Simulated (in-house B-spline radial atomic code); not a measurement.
Results of a calculation; reference values are marked as such.
Making a Troullier-Martins d channel for Fe, r_c = 1.84 bohr

Fe, [Ar] 3d6 4s2, non-relativistic PBE, spherical and spin-unpolarised, from an all-electron radial atomic-structure program (B-spline basis) (atomic units). The all-electron 3d level is ε = -0.285756 hartree and its outer maximum at 0.71 bohr.

Inside r_c the pseudo-orbital is u(r) = r^3 exp(p(r)), with p = c0 + c2 r² + c4 r⁴ + … + c12 r¹². The seven coefficients follow from p and its first four derivatives at r_c, from zero curvature of the screened potential at the origin, c4 = −c2²/(2l + 5), and from the norm inside r_c. At r_c the all-electron orbital has P = 0.451487, P' = -0.3609125, the screened potential V = -0.8552452, V' = 1.062461, V'' = -2.136919, and the norm inside is Q = 0.8713355.

**Question.** What are p, p' and p'' at r_c?

**Answer.** p = ln(P/r_c^3) = ln(0.451487/6.2295) = -2.62451. p' = P'/P − 3/r_c = -0.79939 − 1.63043 = -2.42982. The radial equation gives p'' = 2(V − ε) − 2(3) p'/r_c − p'² = -1.13898 − (-7.92333) − 5.90403 = 0.88032. Differentiating, p''' = 2V' + 2(3)p'/r_c² − 2(3)p''/r_c − 2p'p'' = -0.7738, and p'''' = 2V'' − 4(3)p'/r_c³ + 4(3)p''/r_c² − 2(3)p'''/r_c − 2p''² − 2p'p''' = 0.73993.

For a trial c2 the five matching conditions are linear in c0, c6, c8, c10 and c12, and c2 is varied until the norm inside r_c equals Q. The root nearest zero gives:

| n | c_n |
| --- | --- |
| 0 | 2.098698 |
| 2 | -2.084412 |
| 4 | -0.4827525 |
| 6 | 0.6412729 |
| 8 | -0.2254918 |
| 10 | 0.03576751 |
| 12 | -0.002192836 |

**Question.** Check c4 and p(r_c), and find the screened pseudopotential at the origin.

**Answer.** −c2²/9 = -0.482752, as listed. The terms c_n r_c^n are 2.09870, -7.05698, -5.53345, 24.88570, -29.62602, 15.90988, -3.30233, which sum to -2.62451. Inverting the radial equation, V_l(r) = ε + 3 p'/r + (p'' + p'²)/2, so V_l(0) = ε + (2l + 3) c2 = -0.285756 + 7 × (-2.08441) = -14.8766 hartree, finite where the all-electron potential diverges.

Orbitals and screened potentials:

| r (bohr) | P | u | V all-electron | V pseudo |
| --- | --- | --- | --- | --- |
| 0.184 | 0.2437 | 0.04732 | -81.4 | -14.84 |
| 0.46 | 0.7937 | 0.5026 | -18.4 | -13.81 |
| 0.736 | 0.9249 | 0.9925 | -7.302 | -9.909 |
| 1.012 | 0.8348 | 0.9723 | -3.534 | -4.524 |
| 1.288 | 0.6946 | 0.7372 | -1.99 | -1.294 |
| 1.564 | 0.5623 | 0.5647 | -1.251 | -0.8355 |
| 1.84 | 0.4515 | 0.4515 | -0.8552 | -0.8552 |

Logarithmic derivatives P'/P at R = 2.14 bohr, for energies E around ε:

```tsv
E − ε (hartree)	all-electron	pseudo
-0.5	1.09399	1.12659
-0.25	0.653981	0.679319
-0.1	0.0987988	0.110264
0	-0.795794	-0.795795
0.1	-5.1514	-4.83182
0.25	4.098	4.69506
0.5	1.78759	2.01996
```
